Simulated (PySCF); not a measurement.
## Computed NMR parameters against published values

Cartesian coordinates in Å; atom numbers follow the order of the lines, from 1:
```xyz
23

C    -2.109   -1.135   -1.007
Si   -1.199    0.188    0.012
C    -1.741    0.113    1.842
C    -1.533    1.936   -0.685
C     0.672   -0.168   -0.055
C     1.651    0.815    0.068
C     2.987    0.458    0.039
C     3.313   -0.880   -0.115
C     2.273   -1.791   -0.232
N     0.999   -1.451   -0.201
H    -1.732   -2.123   -0.766
H    -1.970   -0.982   -2.073
H    -3.177   -1.124   -0.808
H    -2.811    0.270    1.944
H    -1.239    0.867    2.441
H    -1.507   -0.857    2.271
H    -2.599    2.121   -0.774
H    -1.096    2.060   -1.671
H    -1.123    2.710   -0.043
H     1.359    1.848    0.186
H     3.763    1.206    0.137
H     4.341   -1.207   -0.144
H     2.471   -2.849   -0.356
```

Published estimates (parent shift plus substituent increments) and measurements: δ ¹³C C5 168.4; C9 150.1; C7 133.9; C6 128.7; C8 122.6; δ ¹H H23 8.68; H20 7.40; H21 7.40; H22 7.01 ppm (estimated from measurements, as parent shift plus tabulated substituent increment; solution, not stated per compound (mostly CDCl3 or CCl4); Pretsch, Buehlmann, Badertscher, Structure Determination of Organic Compounds, 4th ed. (2009)).

Method: NMR shieldings at PBE0/pcSseg-1/GIAO, GFN2-xTB structure, in PySCF 2.14.0 with density-fitted response routines (no relativistic terms, equivalent nuclei averaged, no solvent model, one computed conformer).

Task: What does the calculation give, and how does it compare?

Result: 
Reference values: estimated from measurements, as parent shift plus tabulated substituent increment (solution, not stated per compound (mostly CDCl3 or CCl4); Pretsch, Buehlmann, Badertscher, Structure Determination of Organic Compounds, 4th ed. (2009)).
| atoms | quantity | reference | computed | computed, scaled |
| --- | --- | --- | --- | --- |
| C5 | δ ¹³C | 168.4 | 174.7 | 168.0 |
| C9 | δ ¹³C | 150.1 | 155.0 | 148.8 |
| C7 | δ ¹³C | 133.9 | 139.6 | 133.8 |
| C6 | δ ¹³C | 128.7 | 134.2 | 128.6 |
| C8 | δ ¹³C | 122.6 | 127.5 | 122.0 |
| H23 | δ ¹H | 8.68 | 9.05 | 8.62 |
| H20 | δ ¹H | 7.40 | 7.64 | 7.29 |
| H21 | δ ¹H | 7.40 | 7.82 | 7.46 |
| H22 | δ ¹H | 7.01 | 7.31 | 6.98 |

Computed shifts are σ(ref) − σ with the named reference compound (TMS for H and C) calculated as an isolated molecule at the same level. The measured values may be among those fitted. Scaled to experiment by linear calibration (H and C: mostly CDCl3 data, vs TMS): ¹³C: δ = 179.97 − 0.974σ (rms 2.1 ppm, 958 shifts, 2.3 ppm with the 13 outliers that the fit left out); ¹H: δ = 30.01 − 0.943σ (rms 0.17 ppm, 504 shifts, 0.18 ppm with the 4 outliers that the fit left out). Occasional misses reach two or three times the rms, and more in compound classes unlike the fitted ones.

Task: How far are the unscaled ¹³C shifts from the references?

Result: Mean signed difference +5.46 ppm, mean absolute 5.46 ppm over 5 comparisons; the largest is +6.3 ppm at C5 (substituted aromatic carbon next to a ring nitrogen).

Task: How far are the unscaled ¹H shifts from the references?

Result: Mean signed difference +0.33 ppm, mean absolute 0.33 ppm over 4 comparisons; the largest is +0.42 ppm at H21 (hydrogen on an aromatic CH).
